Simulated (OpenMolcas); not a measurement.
**Pr2+: effect of the active space**

| Item | Value |
| --- | --- |
| Program | OpenMolcas |
| Method | CASSCF or its RAS form |
| Basis | ANO-RCC-VDZP |
| Scalar Hamiltonian | DKH2, point nucleus |
| Spin-orbit coupling | state interaction with AMFI integrals over the reference wave functions, term energies averaged over their components |

A. 3 electrons in 7 orbitals (4f); 2S+1 = 4 odd, 35 roots; 2S+1 = 2 odd, 112 roots (105 in the spin-orbit step); cost about 40 core-seconds
B. 3 electrons in 12 orbitals (RAS2 4f; RAS3 5d, at most 1 electron); 2S+1 = 4 odd, 35 roots (30 in the spin-orbit step); 2S+1 = 2 odd, 112 roots (56 in the spin-orbit step); 2S+1 = 4 even, 105 roots (90 in the spin-orbit step); 2S+1 = 2 even, 124 roots kept (CI in the orbitals of an earlier block); cost of the order of 2.6 core-minutes

Energies in cm⁻¹ above 4f³ ⁴I°_9/2, the measured ground level; measured values from Martin, Zalubas and Hagan, Atomic Energy Levels: The Rare-Earth Elements, NSRDS-NBS 60 (1978); the list in Maison, Palmeri and Quinet, J. Phys. B 58, 015001 (2025).

```tsv
Level	A	B	Measured
4f³ ⁴I°_9/2	0.0	0.0	0.0
4f³ ⁴I°_11/2	1457	1456	1398
4f³ ⁴I°_13/2	3056	3054	2893
4f³ ⁴I°_15/2	4762	4760	4454
4f³ ⁴F°_3/2	13515	13544	9371
4f³ ⁴F°_5/2	14291	14318	10138
4f³ ⁴S°_3/2	15008	15007	10950
4f³ ⁴F°_7/2	15061	15097	10859
4f³ ⁴F°_9/2	15909	15914	11762
```

Deviations, from unrounded energies. A percentage is the sum of absolute deviations over the sum of measured energies, with the sign that they share, or ± where signs differ.

| Against measurement | Levels | A | B |
| --- | --- | --- | --- |
| mean absolute deviation (cm-1) | 8 | 2700 | 2700 |
| fine structure of the ground term (%) | 3 | +6.1 | +6.0 |
| other terms of the ground configuration (%) | 5 | +39.0 | +39.2 |

A, B lie about equally close to measurement. The largest miss of A in the table is 4f³ ⁴F°_7/2, by +4200 cm-1. The ranking rests on the paired levels alone, and a cruder setting can come out closer through cancelling errors.

The spin-orbit steps hold different terms of 4f³ (B lacks among others a ²D°, ²F°, a ²G°, a ²H°, ²L°), which shifts levels as well.

Between A and B the level of the table that moves most is 4f³ ⁴F°_7/2, by 36 cm-1 (lowest in A, highest in B).

High states are left out of the spin-orbit mixing, which shifts the levels that they would mix with. Without dynamic correlation excited terms often stand tens of per cent too high (terms of higher spin than the ground term too low), and those without a measured partner can miss by more than the paired ones. Measured partners are found by configuration, term and J. A level has none where our copy of the source lacks it or the pairing is in doubt (some pairs that miss far off the trend of their configuration count as doubtful), and it then counts in no deviation. Only configurations of the active space appear. Levels that lie high or do not pair safely by name in every column are left out.

° marks odd parity.
